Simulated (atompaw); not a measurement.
## Reading a pseudo-wave (phosphorus (P))

Columns: radius, all-electron u(r) and pseudo u(r) of the 3p shell (level -14.18 eV) of phosphorus in the configuration [Ne] 3s2 3p2; PBEsol, scalar-relativistic, PAW (atompaw) scheme, atompaw 4.2.0.5.

| r (bohr) | all-electron | pseudo |
| --- | --- | --- |
| 0.069 | -0.0863 | 0.0040 |
| 0.138 | -0.2122 | 0.0160 |
| 0.208 | -0.2982 | 0.0358 |
| 0.277 | -0.3289 | 0.0624 |
| 0.346 | -0.3137 | 0.0953 |
| 0.415 | -0.2649 | 0.1336 |
| 0.485 | -0.1930 | 0.1768 |
| 0.554 | -0.1093 | 0.2226 |
| 0.623 | -0.0197 | 0.2705 |
| 0.692 | 0.0709 | 0.3193 |
| 0.762 | 0.1602 | 0.3686 |
| 0.831 | 0.2436 | 0.4162 |
| 0.900 | 0.3208 | 0.4617 |
| 0.969 | 0.3912 | 0.5044 |
| 1.038 | 0.4543 | 0.5439 |
| 1.108 | 0.5111 | 0.5801 |
| 1.177 | 0.5598 | 0.6119 |
| 1.246 | 0.6016 | 0.6395 |
| 1.315 | 0.6366 | 0.6631 |
| 1.385 | 0.6655 | 0.6830 |
| 1.454 | 0.6881 | 0.6987 |
| 1.523 | 0.7051 | 0.7110 |
| 1.592 | 0.7171 | 0.7198 |
| 1.662 | 0.7245 | 0.7254 |
| 1.731 | 0.7277 | 0.7279 |
| 1.800 | 0.7273 | 0.7273 |

**Question.** How many radial nodes do the two functions have?

**Answer.** The all-electron 3p function has n − l − 1 = 1; the pseudo-wave has 0, since the states of the same l below it are removed with the core.

**Question.** Is the pseudo-wave norm-conserving?

**Answer.** No, it belongs to a PAW set: the norm inside the radius is not constrained, and the difference is carried by the augmentation charge.
